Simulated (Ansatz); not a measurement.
Mulliken charges of `C1[SiH2]O[SiH2]1` from ωB97M-V/def2-TZVPP in Ansatz (PBE0-D4/def2-TZVP geometry).

```
atom   x (Å)   y (Å)   z (Å)  charge (e)
  C1  -0.825   0.578  -0.149      -0.500
 Si2  -0.384  -1.245   0.050       0.434
  O3   1.239  -0.867   0.220      -0.467
 Si4   1.038   0.789   0.064       0.434
  H5  -1.226   0.866  -1.121       0.133
  H6  -1.443   1.005   0.641       0.133
  H7  -0.925  -1.914   1.261      -0.041
  H8  -0.630  -2.104  -1.136      -0.041
  H9   1.472   1.516   1.284      -0.041
 H10   1.768   1.325  -1.113      -0.041
```

Q: By hand: the dipole of these point charges (1 e Å = 4.8032 D).

A: Σ q r = (-0.306, 0.215, -0.055) e Å, of length 0.378 e Å = 1.82 D.

Q: How does the dipole of the full density compare? (An estimate is asked.)

A: The calculation gave: (-0.274, 0.192, -0.049) e Å, 1.62 D; the point charges give 1.12 times that, at 0° from its direction.

Point charges leave out the atoms' own dipoles, such as those of lone pairs, and Mulliken's split depends on the basis, so the close match here is no proof of good charges.
